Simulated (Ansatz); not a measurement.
thiophene (C4H4S), singlet, at a GFN2-xTB geometry; PBE0/STO-3G (Ansatz, a program for electronic structure).

The Ansatz input:
Ansatz 0.2 input:
```yaml
crystal:
  periodic: [false, false, false]
  atoms:
    - {symbol: S, position_ang: [0.00863827, -0.00734061, 1.19288588]}
    - {symbol: C, position_ang: [0.00298819, 1.22583323, -0.00509457]}
    - {symbol: C, position_ang: [-0.00317090, -1.22567797, -0.02013572]}
    - {symbol: C, position_ang: [-0.00738740, 0.71507349, -1.26119565]}
    - {symbol: C, position_ang: [-0.01094132, -0.69949816, -1.26987470]}
    - {symbol: H, position_ang: [0.00773103, 2.25348024, 0.29900803]}
    - {symbol: H, position_ang: [-0.00360091, -2.25698993, 0.27133421]}
    - {symbol: H, position_ang: [-0.01235842, 1.31824779, -2.15134971]}
    - {symbol: H, position_ang: [-0.01891549, -1.29167192, -2.16736278]}
basis:
  gaussian:
    orbitals: STO-3G
hamiltonian:
  xc: pbe0
```

Task: Write the output that Ansatz gives for this input, abridged.

Result: 
```
Functional definition: PBE0
438 factors; integrals over basis functions are off by at most 5.3e-5 eV
mean field evaluation 1: about -14868.5031 eV, gradient 1.2e1 eV
mean field evaluation 2: about -14868.2207 eV, gradient 1.5e1 eV
mean field evaluation 4: about -14869.0520 eV, gradient 1.1e0 eV
mean field evaluation 8: about -14868.9997 eV, gradient 2.9e-3 eV
mean field -14868.99973243 eV, -546.4256615967 hartree, gradient 1.4e-5 eV, S^2 0.000000; 0 other end points of the search recorded, 0 dependent functions left out
reference -14868.99974822 eV, -546.4256621771 hartree; 22, 22 occupied and 11, 11 virtual orbitals, 438 factors
Total energy: -14868.99974822 eV, -546.4256621771 hartree
```
